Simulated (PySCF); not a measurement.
**Nb⁺ (niobium, charge +1): UHF calculation**

Configuration: [Kr] 4d4, high-spin 5D determinant. Calculation: PySCF 2.14, in x2c-TZVPall (8s6p6d1f, 63 functions); scalar relativity by spin-free X2C-1e.

| Item | Value |
| --- | --- |
| Total energy | -3817.014350 hartree |
| One-electron energy | -5261.6442 hartree |
| Hartree (Coulomb) energy | 1562.4347 hartree |
| Exchange energy | -117.8049 hartree |
| ⟨S²⟩ | 6.0043 |
| ⟨L²⟩ | 6.058 |
| Sum of ⟨r⟩ | 27.30 bohr |
| Sum of ⟨r²⟩ | 38.60 bohr² |
| Traceless quadrupole moment −½Σ⟨3z² − r²⟩ along its main axis | -1.84 e·bohr² |
| Langevin diamagnetic susceptibility | -30.6 ×10⁻⁶ cm³/mol |
| Time after the integrals | 0.59 s of wall time on 1 thread of Neoverse-N1 (shared host) |

```tsv
shell	electrons	mean orbital energy (hartree)	spread (hartree)	rms radius, mean of both spins (bohr)
1s β	1	-701.65812	0	0.0415
1s α	1	-701.65611	0	0.0415
2s α	1	-101.04897	0	0.171
2s β	1	-101.02763	0	0.171
2p α	3	-90.04874	0.00067	0.152
2p β	3	-90.02794	0.00567	0.152
3s α	1	-18.21555	0	0.471
3s β	1	-18.20567	0	0.471
3p α	3	-14.51514	0.00894	0.478
3p β	3	-14.50233	0.01216	0.478
3d α	5	-8.45978	0.02732	0.473
3d β	5	-8.42574	0.01430	0.473
4s α	1	-2.96653	0	1.25
4s β	1	-2.81394	0	1.25
4p α	3	-1.93235	0.02400	1.41
4p β	3	-1.71539	0.04492	1.41
4d α	4	-0.53488	0.04049	2.20
```

Densities and radii are taken from the X2C orbitals without a picture-change correction, which distorts them close to the nucleus.
